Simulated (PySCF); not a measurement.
C6H8N2OSi.
Bonds: C1–C2 (triple), C2–C3, C3–C4 (aromatic), C4–N5 (aromatic), N5–Si6, Si6–O7, O7–C8, N5–C9 (aromatic), C9–N10 (aromatic), C3–N10 (aromatic). Hydrogens: H11 on C1; H12 on C4; H13, H14 on Si6; H15, H16, H17 on C8; H18 on C9.

Torsions of this conformer, `[CH:1]#[C:2][c:3]1[cH:4][n:5]([SiH2:6][O:7][CH3:8])[cH:9][n:10]1`: C4–N5–Si6–O7 178°, N5–Si6–O7–C8 178°.

The closed-shell ground state was solved at several levels (PySCF, density fitting, gas phase, non-relativistic). One conformer (not necessarily the lowest) at the PBE0-D3(BJ)/def2-SVP geometry, without solvent, vibrations or thermal averaging.

| level | basis functions | total energy (Eh) | HOMO (eV) | LUMO (eV) | gap (eV) | dipole (D) |
| --- | --- | --- | --- | --- | --- | --- |
| PBE0/pcSseg-1 | 217 | -706.9810 | -6.42 | -0.23 | 6.19 | 5.72 |
| mPW1PW91/pcSseg-1 | 217 | -707.4913 | -6.44 | -0.25 | 6.19 | 5.74 |

**Question.** What might PBE0/def2-SVPD (271 basis functions) give for the same quantities?

**Answer.** Total energy -706.6672 Eh, HOMO -6.44 eV, LUMO -0.36 eV, gap 6.08 eV, dipole 5.45 D.

**Question.** How far do the dipole and the HOMO energy spread over the levels?

**Answer.** The dipole runs from 5.45 to 5.74 D (mean 5.63 D) and the HOMO from -6.44 to -6.42 eV.
